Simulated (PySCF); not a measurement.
## C²⁺ (carbon, charge +2) across methods

[He] 2s1 2p1, high-spin 3P determinant (an excited configuration). All numbers are calculated (PySCF 2.14, the spin-free X2C one-electron Hamiltonian (Gaussian nucleus), in aug-cc-pCVQZ-DK (9s8p6d4f2g, 109 functions)).

| method | E (hartree) | mean ε 1s β (eV) | mean ε 2s α (eV) | mean ε 2p α (eV) | Σ⟨r²⟩ (bohr²) | ⟨S²⟩ |
| --- | --- | --- | --- | --- | --- | --- |
| PBE0 | -36.2826 | -315.20 | -43.569 | -35.461 | 4.412 | 2.000 |
| PBE | -36.2703 | -306.33 | -41.437 | -33.362 | 4.423 | 2.000 |
| BLYP | -36.3200 | -306.98 | -41.160 | -33.188 | 4.404 | 2.000 |
| UHF | -36.25235 | -341.02 | -49.562 | -41.426 | 4.411 | 2.000 |
| BP86 | -36.3127 | -306.83 | -41.494 | -33.363 | 4.412 | 2.000 |
| LDA | -35.9346 | -303.72 | -41.237 | -33.042 | 4.459 | 2.000 |
| r2SCAN | -36.3160 | -310.20 | -42.053 | -33.986 | 4.397 | 2.000 |

**Question.** Estimate the same row for TPSS.

**Answer.** E (hartree) = -36.3352; mean ε 1s β (eV) = -308.90; mean ε 2s α (eV) = -41.708; mean ε 2p α (eV) = -33.668; Σ⟨r²⟩ (bohr²) = 4.397; ⟨S²⟩ = 2.000.
